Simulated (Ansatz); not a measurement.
Molecule: sum formula TaOBr, charge 0, multiplicity 3. The spin state was set by rule; other spins were not relaxed. 
Structure (B3LYP-D3(BJ)/def2-TZVP (Ansatz, a program for electronic structure) minimum search):
SMILES: [O]=[Ta][Br]
```xyz
3

Ta     0.6597    -0.2462     0.0118
O      1.3641     0.0423    -1.5219
Br    -1.6877     0.5039     0.3233
```
Charge 0, spin multiplicity 3.

Computed values are from Ansatz. Cores are frozen in the correlated levels unless marked. Open shells are spin-unrestricted. Spin-orbit coupling is left out. The frozen core is the preceding noble-gas configuration, with the filled d and f shells of earlier blocks. Past Kr the def2 sets carry scalar-relativistic core potentials. CBS marks a two-point X^-3 extrapolation of the correlation energy; Hartree-Fock from the larger set. The bracket is a focal-point correction in the basis named.

Problem. What is the T1 diagnostic at CCSD/def2-TZVPPD?

Solution. 0.030.

Problem. What is the atomisation energy De at RI-MP2/CBS(def2-TZVPPD,def2-QZVPPD)+[CCSD(T)-MP2]/def2-TZVPPD?

Solution. 1153.2 kJ/mol.

Problem. What is the dipole moment at CCSD(T)/def2-SVPD?

Solution. 3.38 D.

Problem. What is the vertical ionisation energy (to the doublet) at RI-MP2/CBS(def2-TZVPPD,def2-QZVPPD)+[CCSD(T)-MP2]/def2-TZVPPD?

Solution. 7.86 eV.

Problem. What is the total energy at RI-MP2/CBS(def2-TZVPPD,def2-QZVPPD)+[CCSD(T)-MP2]/def2-TZVPPD?

Solution. -2704.4639 Eh.
